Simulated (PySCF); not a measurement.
A calculated (TPSS, PySCF 2.14, cc-pVDZ, the non-relativistic Hamiltonian (point nucleus)) atom or ion has these occupied shells.

```
shell  electrons  orbital energy (eV)  rms radius, mean of both spins (bohr)
   1s          2              -195.99                                  0.381
   2s          2              -19.770                                   1.96
```

Question: Name the element and its charge.

Answer: B+ (boron, charge +1), in [He] 2s2, closed-shell 1S.
